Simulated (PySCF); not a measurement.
**How methods differ on the excitation energy of I²⁺**

I²⁺ [Kr] 4d10 5s2 5p3 (4S) → I²⁺ [Kr] 4d10 5s1 5p4, s spin flipped, as a difference of total energies. Calculation: PySCF 2.14, in def2-TZVPPD with the def2 core potential (28 electrons) (7s6p4d2f, 59 functions); scalar relativity through the core potential. Correlated levels: valence: 4s2 4p6 4d10 frozen. The calculations carry no spin-orbit coupling.

| method | excitation energy (eV) |
| --- | --- |
| UHF | 16.491 |
| MP2 (valence) | 14.885 |
| SCS-MP2 (valence) | 14.576 |

Q: How much does correlation contribute at MP2 (valence)?

A: 14.885 − (16.491) = -1.606 eV, measured against UHF.

The upper determinant mixes two multiplicities, so it lies between the two terms.

The coupled-cluster amplitudes are large for the upper state (T1 above 0.03 or a double amplitude above 0.15), so a single reference is strained.
